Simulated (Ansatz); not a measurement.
Geometry optimisation, RKS B3LYP-D4/def2-SVPD in Ansatz 0.2.0.

The input (input.yaml):

```yaml
crystal:
  periodic: [false, false, false]
  atoms:
    - { symbol: B, position_ang: [0.036668, 0.248457, -0.055555] }
    - { symbol: H, position_ang: [0.080862, 0.351509, 1.133371] }
    - { symbol: Cl, position_ang: [1.490553, 0.462574, -1.013675] }
    - { symbol: F, position_ang: [-1.115166, 0.041101, -0.659439] }
    - { symbol: Cl, position_ang: [0.361843, -2.562083, 1.122931] }
    - { symbol: H, position_ang: [0.26154, -1.395258, 1.762067] }
basis:
  gaussian: { orbitals: def2-SVPD }
hamiltonian:
  xc: b3lyp
  dispersion: d4
relax:
  f_tol: 0.03
  max_steps: 50
```

Launched with:

```bash
$ ansatz run input.yaml --threads 4 --pin off --max-ram 5120MiB --backend cpu --events-out ev --progress --plain --runs-dir out
```

Problem. Where does it end, and by what steps?

Solution. The run converged. The force dipped under the threshold on the way, but the program's further checks kept it going. After 20 steps the energy has fallen by 0.126 eV; H6 moved furthest, 1.09 Å.

| step | energy less start (eV) | largest force component (eV/Å) | accepted |
| --- | --- | --- | --- |
| 0 | 0.0000 | 1.085 | yes |
| 1 | -0.0463 | 0.728 | yes |
| 2 | -0.0510 | 0.706 | yes |
| 3 | -0.0990 | 0.289 | yes |
| 4 | -0.1091 | 0.214 | yes |
| 5 | -0.1117 | 0.285 | yes |
| 6 | -0.1197 | 0.028 | yes |
| 7 | -0.0659 | 1.622 | no |
| 8 | -0.1202 | 0.302 | yes |
| 9 | -0.1235 | 0.021 | yes |
| 10 | -0.1233 | 0.105 | no |
| 11 | -0.1231 | 0.124 | no |
| 12 | -0.1238 | 0.012 | yes |
| 13 | -0.1242 | 0.046 | yes |
| 14 | -0.1245 | 0.062 | yes |
| 15 | -0.1246 | 0.090 | yes |
| 16 | -0.1204 | 0.519 | no |
| 17 | -0.1240 | 0.160 | no |
| 18 | -0.1250 | 0.055 | yes |
| 19 | -0.1208 | 0.500 | no |
| 20 | -0.1258 | 0.025 | yes |

```xyz
6
Properties=species:S:1:pos:R:3
B 0.021 0.481 -0.189
H 0.067 0.886 0.934
Cl 1.463 0.477 -1.199
F -1.120 0.078 -0.716
Cl 0.538 -2.469 1.119
H 0.148 -2.307 2.341
```

Whether the end is a true minimum wasn't checked by a vibrational analysis.

Run time: 32 s on 4 threads of Arm Neoverse V1, with other jobs on the host, peak memory 0.25 GiB.
